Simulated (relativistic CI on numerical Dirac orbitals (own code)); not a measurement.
# W2+ (5d4) in a crystal field

Calculated by Dirac-Coulomb-Breit CI, orbitals from a KLI potential per configuration, model QED, valence Slater integrals scaled by 0.65, one configuration in a parametric crystal field (own radial code).

Field parameters in Wybourne normalisation: D4h B²₀ = −7Ds, B⁴₀ = 21(Dq − Dt), B⁴₄ = 21√(5/14) Dq. The field is a parameter set, without covalency.

S is read from ⟨S²⟩ = S(S + 1).

Levels (cm⁻¹, degeneracy): 0 (1), 1713 (2), 2222 (1), 3446 (1), 3571 (2), 3816 (1), 3917 (1), 8735 (1), 9162 (1), 9555 (2), 10168 (1), 17269 (1).

(1) Which field gives this pattern?
A. D4h, 10Dq = 31150, Ds = -1090, Dt = 520 cm⁻¹
B. D4h, 10Dq = 31150, Ds = 3000, Dt = 520 cm⁻¹
C. D4h, 10Dq = 31150, Ds = -270, Dt = 520 cm⁻¹
D. D4h, 10Dq = 31150, Ds = 550, Dt = 520 cm⁻¹

## Answers

(1) D. D4h, 10Dq = 31150, Ds = 550, Dt = 520 cm⁻¹, ground level with S = 1.00.
